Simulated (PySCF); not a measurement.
A GIAO shielding run with PySCF 2.14.0 with density-fitted response routines (density fitting, non-relativistic, gas phase) on SMILES C#CC1=C(C(=O)O)C1, C₆H₄O₂:

```
$ OMP_NUM_THREADS=1 python probes_run.py task.json out

{"job": {"kind": "nmr", "xc": "PBE0", "basis": "pcSseg-1"}, "charge": 0, "multiplicity": 1}
C     -3.039352    -1.123355     0.577150
C     -1.987128    -0.576174     0.359283
C     -0.815999     0.088330     0.107961
C      0.490909     0.120683    -0.083355
C      1.741021    -0.585369    -0.181625
O      1.875197    -1.779207    -0.058465
O      2.771039     0.243303    -0.432900
C     -0.208427     1.443475    -0.149901
H     -3.940471    -1.624740     0.769723
H      3.594023    -0.264970    -0.494319
H     -0.113322     2.142089     0.672787
H     -0.366290     1.915248    -1.112367
```

Hardware: 1 thread of an Arm Neoverse V1, shared host. The job also computes population analyses, field gradients, ring-centre shieldings.

**Question.** How large is the calculation?

**Answer.** 56 electrons, 156 basis functions and 804 auxiliary functions.

**Question.** How long does it take, and how much memory does it need?

**Answer.** 22 s of wall time, with 16 SCF cycles and 5 response iterations; peak memory 0.71 GiB. Times on a shared host scatter by some tens of per cent.
